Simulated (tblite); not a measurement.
Compound: C6H11FSSi.
Cartesian coordinates in Å at the GFN2-xTB level; atoms count from 1:
```
atom  x, y, z in Å
C1     2.5061   -0.9673    0.5247
C2     1.6046   -0.5642   -0.3500
C3     0.4651    0.3618   -0.0331
F4     0.5190    0.7198    1.3130
C5     0.5998    1.6456   -0.8494
S6    -0.9113    2.6824   -0.7769
Si7   -2.1536    1.1290    0.0128
C8    -0.9041   -0.2827   -0.2761
C9    -1.1184   -1.5058    0.6050
H10    2.4825   -0.6368    1.5491
H11    3.2984   -1.6417    0.2497
H12    1.6241   -0.8960   -1.3790
H13    0.7887    1.4141   -1.8966
H14    1.4193    2.2482   -0.4607
H15   -2.4306    1.3428    1.4260
H16   -3.3413    0.9836   -0.8165
H17   -0.9348   -0.5917   -1.3261
H18   -2.1133   -1.9139    0.4450
H19   -0.3844   -2.2793    0.3823
H20   -1.0211   -1.2372    1.6539
```

All values are computed: GFN2-xTB (tblite) harmonic vibrations without scaling, gas phase. Against measured fundamentals such values can be off by several per cent, at times by over 20. Modes of hydrogen on silicon can be 10 to 20 % off. One conformer, not necessarily the lowest.

Harmonic wavenumbers (cm⁻¹): 57.4, 69.4, 89.7, 201.4, 209.3, 228.5, 255.8, 274.9, 309.6, 345.4, 400.4, 454.5, 506.2, 521.4, 547.1, 593.9, 641.5, 658.1, 717.4, 752.6, 762.2, 782.5, 843.6, 901.6, 961.6, 1003.9, 1018.8, 1023.9, 1068.5, 1087.3, 1095.7, 1141.5, 1189.6, 1221.6, 1250.2, 1284.1, 1295.5, 1403.4, 1419.0, 1438.4, 1498.8, 1505.6, 1707.6, 2325.6, 2337.2, 2929.1, 2996.3, 3011.4, 3012.6, 3036.1, 3046.3, 3066.4, 3111.7, 3140.7.

A = 1872, B = 991.7, C = 762.5 MHz; mass 162.033 u (most abundant isotopes); point group C1, symmetry number 1.

Task: What is the zero-point energy?

Result: ½Σν̃ = 33376 cm⁻¹ = 399.27 kJ/mol.

Task: Give the ideal-gas entropy at 200 K and 1 bar in the rigid-rotor, harmonic-oscillator model (classical rotation).

Result: Translation 164.01, rotation 119.74, vibration 81.82: S = 365.6 J/(mol K).

Task: And Cp and H(200 K) − H(0)?

Result: Cp = 131.71 J/(mol K), of which vibrations give 98.46 (their classical limit is 54 R = 449.0); H(200 K) − H(0) = 15.96 kJ/mol without the zero-point energy, 9.31 from vibrations.

Task: Blend soft modes into free rotors: weight 1/[1 + (100 cm⁻¹/ν̃)⁴] for the oscillator and the rest for a rotor with moment μB/(μ + B), μ = h/(8π²ν), B = 10⁻⁴⁴ kg m². What vibrational entropy results?

Result: 76.62 J/(mol K) in place of 81.82, which changes −T·S at 200 K by +1.04 kJ/mol.

Task: Which modes carry the vibrational entropy at 200 K?

Result: 57.4 cm⁻¹: 15.73; 69.4 cm⁻¹: 14.18; 89.7 cm⁻¹: 12.10; 201.4 cm⁻¹: 5.92; 209.3 cm⁻¹: 5.66; 228.5 cm⁻¹: 5.06 J/(mol K); the other 48 give 23.18 together.

Task: How do the functions run with temperature in this model?

Result: 
```json
{"T (K)": "100", "S (J/(mol K))": "294.3", "Cp (J/(mol K))": "79.5", "H − H(0) (kJ/mol)": "5.38", "G − H(0) (kJ/mol)": "-24.05", "ln q(vib)": "1.57"}
{"T (K)": "300", "S (J/(mol K))": "428.6", "Cp (J/(mol K))": "182.2", "H − H(0) (kJ/mol)": "31.68", "G − H(0) (kJ/mol)": "-96.91", "ln q(vib)": "7.10"}
{"T (K)": "500", "S (J/(mol K))": "542.2", "Cp (J/(mol K))": "264.1", "H − H(0) (kJ/mol)": "76.84", "G − H(0) (kJ/mol)": "-194.25", "ln q(vib)": "12.93"}
{"T (K)": "800", "S (J/(mol K))": "684.2", "Cp (J/(mol K))": "338.8", "H − H(0) (kJ/mol)": "168.34", "G − H(0) (kJ/mol)": "-378.98", "ln q(vib)": "21.30"}
{"T (K)": "1000", "S (J/(mol K))": "763.4", "Cp (J/(mol K))": "370.8", "H − H(0) (kJ/mol)": "239.47", "G − H(0) (kJ/mol)": "-523.91", "ln q(vib)": "26.45"}
```

q(vib) and H(0) count from the zero-point level.

Task: What must be added to the electronic energy to get the Gibbs energy at 200 K and 1 bar?

Result: ZPE + [H(200 K) − H(0)] − T·S = 399.27 + 15.96 − 73.11 = 342.12 kJ/mol.

Hindered rotation and anharmonicity are outside this model. Other conformers, if any are populated, would add a mixing term that is left out. The structure is chiral; the term R ln 2 for an equal mix with its mirror image is left out.

Hardware: one thread, Arm Neoverse N1 (aarch64), shared host with 64 logical CPUs at a one-minute load of 56. Cost: 1.7 s wall. The figure is for the frequency step alone.
